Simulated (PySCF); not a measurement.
C₅H₁₀N (SMILES [CH]=NC(C)(C)C), doublet (typed; the unrestricted solution is spin-contaminated), at a GFN2-xTB geometry; CCSD(T)/STO-3G in PySCF.

PySCF was given this input:
```python
from pyscf import gto, scf, cc

mol = gto.Mole()
mol.atom = '''
    C     0.454427    1.883593    0.885180
    N     0.768514    0.831751    0.329720
    C    -0.056209   -0.255693   -0.120751
    C     0.424856   -1.513752    0.611283
    C     0.183736   -0.403433   -1.627605
    C    -1.544270   -0.012277    0.160224
    H     1.199654    2.612975    1.166640
    H     0.265635   -1.409425    1.682180
    H    -0.121394   -2.384265    0.257821
    H     1.486347   -1.667790    0.433338
    H    -0.365839   -1.258631   -2.011949
    H    -0.147110    0.491203   -2.150314
    H     1.243041   -0.547403   -1.825851
    H    -1.705504    0.111844    1.228356
    H    -1.874938    0.892059   -0.344896
    H    -2.134721   -0.853451   -0.193346
'''
mol.basis = 'sto-3g'
mol.charge = 0
mol.spin = 1
mol.verbose = 4
mol.build()

mf = scf.UHF(mol)
mf.kernel()

mycc = cc.CCSD(mf)
mycc.conv_tol = 1e-9
mycc.kernel()
et = mycc.ccsd_t()
print('E(CCSD(T)) = %.10f' % (mycc.e_tot + et))
mf.analyze()
```

Write the output that PySCF gives for this input, abridged.


```
PySCF version 2.14.0

[INPUT] verbose = 4
[INPUT] num. atoms = 16
[INPUT] num. electrons = 47
[INPUT] charge = 0
[INPUT] spin (= nelec alpha-beta = 2S) = 1
[INPUT] symmetry False subgroup None
[INPUT] Mole.unit = angstrom
[INPUT] Symbol           X                Y                Z      unit          X                Y                Z       unit  Magmom
[...]
nuclear repulsion = 241.609593742399
number of shells = 28
number of NR pGTOs = 120
number of NR cGTOs = 40
basis = sto-3g
ecp = {}

******** <class 'pyscf.scf.uhf.UHF'> ********
method = UHF
initial guess = minao
damping factor = 0
level_shift factor = 0
DIIS = <class 'pyscf.scf.diis.CDIIS'>
diis_start_cycle = 1
diis_space = 8
diis_damp = 0
SCF conv_tol = 1e-09
SCF conv_tol_grad = None
SCF max_cycles = 50
direct_scf = True
direct_scf_tol = 1e-13
number electrons alpha = 24  beta = 23
Set gradient conv threshold to 3.16228e-05
init E= -247.625278141178

cycle= 1 E= -246.458238537226  delta_E= 1.17  |g|= 0.224  |ddm|= 3.41
cycle= 2 E= -246.496770074178  delta_E= -0.0385  |g|= 0.0899  |ddm|= 0.409
cycle= 3 E= -246.502254768207  delta_E= -0.00548  |g|= 0.0446  |ddm|= 0.152
cycle= 4 E= -246.504159312376  delta_E= -0.0019  |g|= 0.0159  |ddm|= 0.072
cycle= 5 E= -246.504831950046  delta_E= -0.000673  |g|= 0.0139  |ddm|= 0.0389
cycle= 6 E= -246.505954236563  delta_E= -0.00112  |g|= 0.0116  |ddm|= 0.0746
cycle= 7 E= -246.506851284708  delta_E= -0.000897  |g|= 0.011  |ddm|= 0.0662
cycle= 8 E= -246.507483491211  delta_E= -0.000632  |g|= 0.0109  |ddm|= 0.0459
cycle= 9 E= -246.507939514031  delta_E= -0.000456  |g|= 0.0108  |ddm|= 0.033
cycle= 10 E= -246.511120701673  delta_E= -0.00318  |g|= 0.00438  |ddm|=  0.3
cycle= 11 E= -246.511234161255  delta_E= -0.000113  |g|= 0.0024  |ddm|= 0.0841
cycle= 12 E= -246.510854548292  delta_E= 0.00038  |g|= 0.00577  |ddm|= 0.13
cycle= 13 E= -246.511211929709  delta_E= -0.000357  |g|= 0.00251  |ddm|= 0.14
cycle= 14 E= -246.511245249083  delta_E= -3.33e-05  |g|= 0.0014  |ddm|= 0.0562
cycle= 15 E= -246.511261072644  delta_E= -1.58e-05  |g|= 0.000608  |ddm|= 0.0125
cycle= 16 E= -246.511263274092  delta_E= -2.2e-06  |g|= 0.000374  |ddm|= 0.0147
cycle= 17 E= -246.511264580093  delta_E= -1.31e-06  |g|= 1.5e-05  |ddm|= 0.00564
cycle= 18 E= -246.511264577546  delta_E= 2.55e-09  |g|= 1.92e-05  |ddm|= 0.000205
cycle= 19 E= -246.511264580156  delta_E= -2.61e-09  |g|= 8.7e-06  |ddm|= 0.000406
cycle= 20 E= -246.511264580715  delta_E= -5.59e-10  |g|= 3.78e-06  |ddm|= 0.000183
Extra cycle  E= -246.511264580748  delta_E= -3.26e-11  |g|= 3.21e-06  |ddm|= 7.44e-06
converged SCF energy = -246.511264580748  <S^2> = 0.97518442  2S+1 = 2.213761

******** <class 'pyscf.cc.uccsd.UCCSD'> ********
CC2 = 0
CCSD nocc = (np.int64(24), np.int64(23)), nmo = (40, 40)
max_cycle = 50
direct = 0
conv_tol = 1e-09
conv_tol_normt = 1e-06
diis_space = 6
diis_start_cycle = 0
diis_start_energy_diff = 1e+09
Init t2, MP2 energy = -0.299473609644339
Init E_corr(UCCSD) = -0.299473609658578
cycle = 1  E_corr(UCCSD) = -0.356595440502976  dE = -0.0571218308  norm(t1,t2) = 0.118296
cycle = 2  E_corr(UCCSD) = -0.378956794292552  dE = -0.0223613538  norm(t1,t2) = 0.0655765
cycle = 3  E_corr(UCCSD) = -0.403211183116088  dE = -0.0242543888  norm(t1,t2) = 0.0469063
cycle = 4  E_corr(UCCSD) = -0.404888681524847  dE = -0.00167749841  norm(t1,t2) = 0.0193662
cycle = 5  E_corr(UCCSD) = -0.404418487193115  dE = 0.000470194332  norm(t1,t2) = 0.00726943
cycle = 6  E_corr(UCCSD) = -0.404684625008699  dE = -0.000266137816  norm(t1,t2) = 0.00250035
cycle = 7  E_corr(UCCSD) = -0.404592389957934  dE = 9.22350508e-05  norm(t1,t2) = 0.00116695
cycle = 8  E_corr(UCCSD) = -0.404660159802606  dE = -6.77698447e-05  norm(t1,t2) = 0.000655722
cycle = 9  E_corr(UCCSD) = -0.404678283168691  dE = -1.81233661e-05  norm(t1,t2) = 0.000308058
cycle = 10  E_corr(UCCSD) = -0.404689098143773  dE = -1.08149751e-05  norm(t1,t2) = 0.000131252
[...]
E(UCCSD) = -246.9159433689175  E_corr = -0.4046787881698057
[...]
UCCSD(T) correction = -0.00383562441916755
E(CCSD(T)) = -246.9197789933
**** SCF Summaries ****
Total Energy =                        -246.511264580747650
Nuclear Repulsion Energy =             241.609593742398999
One-electron Energy =                 -812.941236918197092
Two-electron Energy =                  324.820378595050443
Two-electron Coulomb Energy =          361.094606101694808
DFT Exchange-Correlation Energy =      -36.274227506644365
**** MO energy ****
                             alpha | beta                alpha | beta
[...]
To work with the spin densities directly, `use mulliken_meta_spin()` only printing them here.

 ** Mulliken spin pop alpha/beta on meta-lowdin orthogonal AOs **
 ** Mulliken Spin Density (per AO)  **
spin_pop of  0 C 1s       -0.00002
spin_pop of  0 C 2s        0.20812
spin_pop of  0 C 2px       0.57411
spin_pop of  0 C 2py       0.14702
spin_pop of  0 C 2pz       0.40520
spin_pop of  1 N 1s        0.00001
spin_pop of  1 N 2s       -0.01879
spin_pop of  1 N 2px       0.09156
spin_pop of  1 N 2py      -0.09877
spin_pop of  1 N 2pz      -0.35361
spin_pop of  2 C 1s       -0.00000
spin_pop of  2 C 2s        0.01238
spin_pop of  2 C 2px       0.00840
spin_pop of  2 C 2py       0.03184
spin_pop of  2 C 2pz       0.01709
spin_pop of  3 C 1s        0.00000
spin_pop of  3 C 2s       -0.00449
spin_pop of  3 C 2px      -0.00257
spin_pop of  3 C 2py      -0.01093
spin_pop of  3 C 2pz      -0.00411
spin_pop of  4 C 1s        0.00000
spin_pop of  4 C 2s       -0.00449
spin_pop of  4 C 2px      -0.00161
spin_pop of  4 C 2py      -0.00153
spin_pop of  4 C 2pz      -0.01448
spin_pop of  5 C 1s       -0.00000
spin_pop of  5 C 2s        0.00038
spin_pop of  5 C 2px       0.00644
spin_pop of  5 C 2py       0.00100
spin_pop of  5 C 2pz       0.00097
spin_pop of  6 H 1s        0.00568
spin_pop of  7 H 1s        0.00176
spin_pop of  8 H 1s       -0.00011
spin_pop of  9 H 1s        0.00143
spin_pop of  10 H 1s       -0.00011
spin_pop of  11 H 1s        0.00176
spin_pop of  12 H 1s        0.00143
spin_pop of  13 H 1s       -0.00060
spin_pop of  14 H 1s       -0.00060
spin_pop of  15 H 1s        0.00025
 ** Mulliken Spin Density (per atom)  **
spin density of  0 C =      1.33443
spin density of  1 N =     -0.37959
spin density of  2 C =      0.06971
spin density of  3 C =     -0.02211
spin density of  4 C =     -0.02211
spin density of  5 C =      0.00879
spin density of  6 H =      0.00568
spin density of  7 H =      0.00176
spin density of  8 H =     -0.00011
spin density of  9 H =      0.00143
spin density of  10 H =     -0.00011
spin density of  11 H =      0.00176
spin density of  12 H =      0.00143
spin density of  13 H =     -0.00060
spin density of  14 H =     -0.00060
spin density of  15 H =      0.00025
 ** Mulliken pop alpha/beta on meta-lowdin orthogonal AOs **
 ** Mulliken pop       alpha | beta **
[...]
In total            24.00000 | 23.00000
 ** Mulliken atomic charges   ( Nelec_alpha | Nelec_beta ) **
charge of  0C =     -0.01573  (     3.67508      2.34065 )
charge of  1N =     -0.16027  (     3.39034      3.76993 )
charge of  2C =      0.13126  (     2.96922      2.89952 )
charge of  3C =     -0.10346  (     3.04068      3.06279 )
charge of  4C =     -0.10346  (     3.04068      3.06278 )
charge of  5C =     -0.11339  (     3.06109      3.05230 )
charge of  6H =      0.03626  (     0.48471      0.47903 )
charge of  7H =      0.03543  (     0.48316      0.48141 )
charge of  8H =      0.03472  (     0.48258      0.48269 )
charge of  9H =      0.04121  (     0.48011      0.47868 )
charge of  10H =      0.03472  (     0.48258      0.48269 )
charge of  11H =      0.03543  (     0.48316      0.48141 )
charge of  12H =      0.04121  (     0.48011      0.47868 )
charge of  13H =      0.03545  (     0.48197      0.48258 )
charge of  14H =      0.03545  (     0.48197      0.48258 )
charge of  15H =      0.03518  (     0.48253      0.48229 )
Dipole moment(X, Y, Z, Debye): -0.83416, -0.42840, -0.12262
```
